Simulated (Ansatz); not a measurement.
Molecule: sum formula H$_{2}$SiO$_{2}$F$_{2}$, charge 0, multiplicity 1. SMILES: O[Si](O)(F)F
Coordinates optimised at B3LYP-D3(BJ)/def2-TZVP (Ansatz, a program for electronic structure):
```
Si
F 1 1.5887
F 1 1.5887 2 104.90
O 1 1.6135 2 112.18 3 119.57
H 4 0.9598 1 119.56 2 -83.67
O 1 1.6135 2 110.15 3 -120.91
H 6 0.9598 1 119.56 2 32.78
```

Quantity: vertical ionisation energy (to the doublet state of charge +1; each state is the SCF solution reached for its spin), in eV. Correlated levels leave the core frozen unless marked. UHF or UKS for open shells. Spin-orbit coupling is left out. Non-relativistic. CBS marks a two-point X^-3 extrapolation of the correlation energy; Hartree-Fock from the larger set. The bracket is a focal-point correction in the basis named.

| level | program | vertical ionisation energy (eV) | minus last row |
|---|---|---|---|
| HF/aug-cc-pV(D+d)Z | Ansatz | 11.99 | -1.54 |
| PBE/def2-TZVPD | Ansatz | 12.02 | -1.51 |
| B3LYP/def2-TZVPD | Ansatz | 12.64 | -0.89 |
| CAM-B3LYP/def2-TZVPD | Ansatz | 13.01 | -0.52 |
| wB97M-V/def2-TZVPD | Ansatz | 13.02 | -0.51 |
| wB97X-V/def2-TZVPD | Ansatz | 13.05 | -0.48 |
| B2PLYP/def2-TZVPD | Ansatz | 13.24 | -0.29 |
| MP2/aug-cc-pV(T+d)Z | Ansatz | 13.69 | 0.16 |
| MP2/aug-cc-pV(Q+d)Z | Ansatz | 13.77 | 0.24 |
| RI-MP2/aug-cc-pV(T+d)Z | Ansatz | 13.69 | 0.16 |
| RI-MP2/aug-cc-pV(Q+d)Z | Ansatz | 13.76 | 0.23 |
| RI-MP2/CBS(aug-cc-pV(T+d)Z,aug-cc-pV(Q+d)Z) | Ansatz | 13.82 | 0.29 |
| SCS-MP2/aug-cc-pV(Q+d)Z | Ansatz | 13.66 | 0.13 |
| CCSD/aug-cc-pV(D+d)Z | Ansatz | 13.25 | -0.28 |
| CCSD/aug-cc-pV(T+d)Z | Ansatz | 13.35 | -0.18 |
| CCSD/CBS(aug-cc-pV(T+d)Z,aug-cc-pV(Q+d)Z) | Ansatz | 13.47 | -0.06 |
| CCSD(T)/aug-cc-pV(T+d)Z | Ansatz | 13.39 | -0.14 |
| CCSD(T)/aug-cc-pV(Q+d)Z | Ansatz | 13.47 | -0.06 |
| RI-MP2/CBS(aug-cc-pV(T+d)Z,aug-cc-pV(Q+d)Z)+[CCSD(T)-MP2]/aug-cc-pV(T+d)Z | Ansatz | 13.53 | 0.00 |
| RI-MP2/CBS(aug-cc-pV(T+d)Z,aug-cc-pV(Q+d)Z)+[CCSD(T)-MP2]/aug-cc-pV(Q+d)Z | Ansatz | 13.53 | 0.00 |
| CCSD(T)/CBS(aug-cc-pV(T+d)Z,aug-cc-pV(Q+d)Z) | Ansatz | 13.53 | 0.00 |
